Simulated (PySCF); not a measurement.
# What a mistake does to a calculation on H5NOSi2

All numbers below are calculated, not measured. The program is PySCF 2.14.0, an open-source quantum chemistry code, run on an isolated molecule that a program drew, which may never have been made. The molecule is H5NOSi2 (charge 0, singlet), drawn as the SMILES string `N=[SiH][SiH2]O`.

Each row is a Hartree-Fock (HF) and frozen-core CCSD(T) single point in the cc-pV(D+d)Z basis, meant for a local HF minimum. Run 1 is clean. Each other run has one planted mistake out of seven kinds, and not every kind appears here: one electron removed, one electron added, multiplicity raised by two, geometry at a saddle point, minimal basis STO-3G, one bond length entered in bohr, all coordinates scaled. The reference is restricted for singlets and unrestricted otherwise, and also for a bond in bohr. Adding or removing an electron swaps singlet and doublet. Electrons count all cores. HOMO and LUMO are orbital energies over both spins, the gradient is its largest component, and the lowest frequency (negative if imaginary) is given only where the gradient is small. Bond lengths are over the 8 bonds as drawn. T1 is the CCSD diagnostic: over 0.02 (restricted) or 0.045 (unrestricted) a single reference is doubtful.

Geometry of the clean run:
```xyz
9
H5NOSi2, angstrom
N    -1.2885   -1.2803    0.3991
Si   -0.3085   -0.1412    0.8908
Si    1.9458    0.2549    0.2595
O     2.2816    1.8738    0.2653
H    -1.0055   -1.9585   -0.2866
H    -0.8354    0.8040    1.8986
H     2.1586   -0.2245   -1.1171
H     2.8376   -0.4787    1.1892
H     2.3577    2.3384    1.0849
```

```
run  electrons  basis functions  <S^2>  HOMO (eV)  LUMO (eV)  gradient (hartree/bohr)  lowest frequency (cm^-1)  mean bond (Å)  longest bond (Å)      T1  HF (hartree)  CCSD(T) (hartree)                     mistake
  1         48               99  0.000     -10.03       1.65                  1.3e-05                        33         1.4992             2.374  0.0176    -710.09530         -710.70554                    no fault
  2         49               99  0.777       0.18       7.77                  5.4e-02                         -         1.4992             2.374  0.0195    -710.06157         -710.67640          one electron added
  3         47               99  0.793     -16.83      -5.51                  5.7e-02                         -         1.4992             2.374  0.0381    -709.81612         -710.38425        one electron removed
  4         48               99  2.031      -6.72       0.15                  1.2e-01                         -         1.4992             2.374  0.0331    -710.02049         -710.58025  multiplicity raised by two
  5         48               99  1.194      -9.09       1.59                  5.8e-02                         -         1.6109             2.374  0.0633    -709.97366         -710.56425                           ?
```

**Which mistake was planted in run 5, and what did it cost?**

The mean bond changes by a factor of 1.075 and the longest by 1.000, so the molecule wasn't scaled as a whole. A length L in bohr read as angstrom grows by (1/0.5292 - 1) L = 0.890 L. The 8 bonds together grew by 8 x 0.1117 = 0.894 Å, which gives L = 1.004 Å. That is bond N1-H5, 1.005 Å in the clean geometry. So the mistake is: one bond length entered in bohr. Subtracting run 1 and multiplying by 627.51 kcal/mol a hartree, the energy moved by 76.3 kcal/mol in HF and 88.7 kcal/mol in CCSD(T).

Cautions from the logs. Run 2: the HOMO is above zero, so the electron isn't bound and the energy depends on the basis; run 5: T1 is over the limit, so its CCSD(T) energy is less reliable.
